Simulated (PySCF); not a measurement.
**From a computed spectrum to the compound**

A species of 5 atoms with charge 0 has these harmonic modes (BP86, small Gaussian bases with core potentials, PySCF 2.14.0):

```
cm⁻¹  km/mol  symmetry
  54    23.2       a''
 156     4.5        a'
 193     8.8        a'
 224     4.4        a'
 282     2.9       a''
 654    87.8        a'
 689    28.3        a'
 697   139.5       a''
 999   101.1        a'
```

Task: Which species is it, and in which structure?

Result: WOF3 (doublet):
```xyz
5

W     0.0014    0.0327    0.0325
O     0.7392    1.1138    1.1378
F    -0.7444   -1.2338    1.1796
F     0.7437   -1.2212   -1.1780
F    -0.6347    1.2003   -1.2745
```
Ideal gas at 298.15 K and 1 bar: S = 354.3 J/(mol K), Cp = 84.4 J/(mol K), H − H(0 K) = 18.8 kJ/mol (rigid rotor, harmonic modes, spin degeneracy alone; the modes under 60 cm⁻¹ make these uncertain). Open shells may have lower solutions than the one found.
 This is one of several that fit.
